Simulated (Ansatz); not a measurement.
`[CH3][AlH][GeH3]` + H₂Te → `[CH3][AlH][TeH]` + GeH₄  (cleavage of the Al–Ge bond)

Gas-phase electronic energies from Ansatz, PBE0-D4/def2-TZVP geometries. CCSD(T)/CBS is the MP2 limit (def2-TZVPP, def2-QZVPP) plus CCSD(T) − MP2 in def2-TZVPP, frozen cores. DFT in def2-TZVPP. Elements past krypton have def2 core potentials. For Ge, Te outer-core shells are correlated without core-valence functions, which leaves a few kJ/mol of doubt a bond. Scalar relativity is left out up to krypton.

`[CH3][AlH][GeH3]`:

Cartesian coordinates in Å:
```
C 1.309 0.505 1.342
Al -0.457 0.583 0.516
Ge -0.967 -0.773 -1.499
H 2.075 0.848 0.637
H 1.387 1.113 2.246
H 1.574 -0.526 1.598
H -1.602 1.517 1.105
H -2.152 -1.735 -1.264
H 0.211 -1.643 -1.984
H -1.377 0.111 -2.697
```

H₂Te:

Cartesian coordinates in Å:
```
Te -0.049 -0.069 -0.773
H 0.262 1.180 0.270
H -0.213 -1.111 0.503
```

`[CH3][AlH][TeH]`:

Cartesian coordinates in Å:
```
C -0.293 -1.166 0.811
Al -0.048 0.185 -0.570
Te 0.978 2.407 0.083
H -1.350 -1.437 0.897
H 0.053 -0.840 1.794
H 0.246 -2.082 0.549
H -0.455 -0.022 -2.087
H 0.868 2.955 -1.476
```

GeH₄:

Cartesian coordinates in Å:
```
Ge 0.000 0.000 0.000
H -0.740 -1.233 0.535
H 1.304 -0.441 -0.677
H 0.322 0.947 1.163
H -0.886 0.726 -1.021
```

Question: Is it downhill or uphill in electronic energy at CCSD(T)/CBS, and by how much? (An estimate is asked.)

Answer: Ansatz gave: Downhill: ΔE = -102.1 kJ/mol.

Question: What do these levels give: revPBE-D4, r2SCAN-D4, r2SCAN0, LC-ωPBE, CCSD/def2-SVP, MP2/def2-QZVPP? (An estimate is asked.)

Answer: Computed: revPBE-D4 -93.9, r2SCAN-D4 -100.6, r2SCAN0 -102.9, LC-ωPBE -98.4, CCSD/def2-SVP -103.5, MP2/def2-QZVPP -112.1 kJ/mol.

Largest T1 diagnostic among the species: 0.012.

From BLYP to BHLYP (50 % exact exchange), in def2-TZVPP and without D4, ΔE moves by −9.8 kJ/mol. Leaving LDA and LC-ωPBE aside and taking each functional with its dispersion term where it has one, the values, not all of them listed here, spread over 11.9 kJ/mol, from PBE-QIDH to BLYP-D4.
